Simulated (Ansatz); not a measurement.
Mulliken charges of CH$_{5}$BClN (`NCBCl`) from r2SCAN/def2-TZVPP in Ansatz (PBE0-D4/def2-TZVP geometry).

```tsv
atom	x (Å)	y (Å)	z (Å)	charge (e)
N1	-0.983	0.902	0.104	-0.365
C2	0.104	0.053	0.532	-0.005
B3	0.577	-1.056	-0.440	0.126
Cl4	0.054	-1.097	-2.108	-0.150
H5	-0.910	1.129	-0.879	0.137
H6	-1.020	1.765	0.628	0.135
H7	1.054	0.586	0.761	0.051
H8	-0.146	-0.439	1.483	0.060
H9	1.358	-1.890	-0.098	0.011
```

Question: By hand: the dipole of these point charges (1 e Å = 4.8032 D).

Answer: Σ q r = (0.220, 0.078, 0.311) e Å, of length 0.389 e Å = 1.87 D.

Question: How does the dipole of the full density compare? (Best estimate.)

Answer: Ansatz gave: (0.187, 0.258, 0.196) e Å, 1.80 D; the point charges give 1.04 times that, at 33° from its direction.

Point charges leave out the atoms' own dipoles, such as those of lone pairs, and Mulliken's split depends on the basis, so the two needn't agree.
